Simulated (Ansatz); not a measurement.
Born–Oppenheimer molecular dynamics of Cl4FHOW (8 atoms, charge 0, multiplicity 1). It starts from a relaxed structure.

Computed with RHF/def2-SVP in Ansatz 0.2.0.

* ensemble: NVE (velocity Verlet)
* time step: 1 fs
* steps asked: 100
* starting velocities drawn for: 50 K
* seed: 806563

First frame:

```xyz
8
Properties=species:S:1:pos:R:3
W -0.084 -0.027 0.007
O -0.265 -0.077 1.790
H -0.364 -0.104 2.731
Cl 2.230 -0.015 0.149
Cl -0.090 2.291 -0.020
Cl -2.379 -0.033 -0.317
Cl -0.058 -2.340 -0.147
F 0.101 0.025 -1.826
```

How far do the bonds stretch over the last three quarters of this one trajectory? (Pairs bonded in most of those frames.)


```
  bond  mean (Å)  spread (Å)  shortest  longest
 W1–O2     1.796       0.004      1.79     1.80
W1–Cl4     2.326       0.005      2.32     2.33
W1–Cl5     2.314       0.003      2.31     2.32
W1–Cl6     2.312       0.012      2.30     2.33
W1–Cl7     2.319       0.017      2.30     2.35
 W1–F8     1.840       0.016      1.82     1.87
 O2–H3     0.947       0.001      0.94     0.95
```

Mean temperature of the second half: 22 K. The conserved energy stayed within 0.0088 meV per atom of its start (net change 0.0055 meV per atom), so the integration is sound. Over the second half the temperature averaged 0.44 of the 50 K drawn at the start: a run that starts near a minimum puts about half its kinetic energy into the potential. A run of 0.1 ps of so small a system gives no equilibrium averages.

The run took 6.2 min on 2 threads of Arm Neoverse V1, with other jobs on the host, peak memory 0.42 GiB.
